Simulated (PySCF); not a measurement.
Gas-phase reaction: 4 SbH₃ + 3 C₄H₈ (cyclic) → 4 Sb(CH₃)₃

Method: PySCF energies plus ideal-gas RRHO corrections (1 bar). † marks an energy on the PBE0/def2-TZVP geometry and frequencies. CCSD(T) freezes the core. All species are closed-shell singlets. Sb: scalar-relativistic def2 core potential, no spin-orbit coupling. CCSD(T) isn't extrapolated to the basis-set limit.

CCSD(T)/def2-SVP† gives ΔH°(298 K) = -329 kJ.

Q: What do HF/def2-TZVP†, PBE/def2-TZVP†, LDA/def2-TZVP† give?

A: HF/def2-TZVP†: -402 kJ; PBE/def2-TZVP†: -470 kJ; LDA/def2-TZVP†: -445 kJ. For scale, ΔH°(298 K) is -329 kJ at this level, -488 kJ at ωB97M-V/def2-TZVP†, and runs from -586 to -106 kJ over the 16 levels computed.
